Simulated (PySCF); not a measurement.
Compound: AlBrH5N.
Atom-mapped SMILES: `[NH3+:1][AlH2-:2][Br:3]` (hydrogens: H4, H5, H6 on N1; H7, H8 on Al2)

Method: PySCF, PBE0-D3(BJ)/def2-SVP geometry optimisation, gas phase.

Problem. What internal coordinates does the optimisation give?

Solution. 
```
               bond  length (Å)   order
             N1–Al2       2.054  single
            Al2–Br3       2.315  single
N1–H4, N1–H5, N1–H6       1.022  single
     Al2–H7, Al2–H8       1.594  single
```

Bonds in one row agree within 0.01 Å and their mean is given. Orders are formal, as drawn. A selection of angles:
```
     angle  degrees
 Al2–N1–H4    109.9
 Al2–N1–H6    113.9
  H4–N1–H5    106.9
N1–Al2–Br3     96.1
 N1–Al2–H7    101.7
Br3–Al2–H7    114.9
 H7–Al2–H8    121.6
```

N1 (nitrogen bonded to Al and 3 H) is distorted tetrahedral (angles from 106.9° to 113.9°). Al2 (aluminium bonded to Br, N and 2 H) has angles from 96.1° to 121.6°.

Not checked by PBE0-D3(BJ)/def2-SVP frequencies.

On one thread, Arm Neoverse V1 (aarch64), shared host with 32 logical CPUs at a one-minute load of 4.1, this took 22 s of wall time and 0.37 GiB of memory at its peak. That covers the optimisation of the geometry.
